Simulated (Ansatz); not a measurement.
`C[Si](F)(F)C#N`, charge 0, multiplicity 1.

(1) Give a relaxed structure at PBE0-D4/def2-TZVP (Ansatz 0.2.0). (Best estimate.)

Results:

(1) Computed: 
```xyz
9

C     0.1805   -1.0938   -0.6018
Si    0.0699    0.2210    0.6626
F    -0.9498   -0.1470    1.8107
F     1.4682    0.5137    1.3352
C    -0.5081    1.8203   -0.0536
N    -0.8717    2.7898   -0.5560
H    -0.7967   -1.2688   -1.0570
H     0.8817   -0.8081   -1.3890
H     0.5258   -2.0271   -0.1511
```
Point group Cs.
This is one stationary point; other conformers may exist.
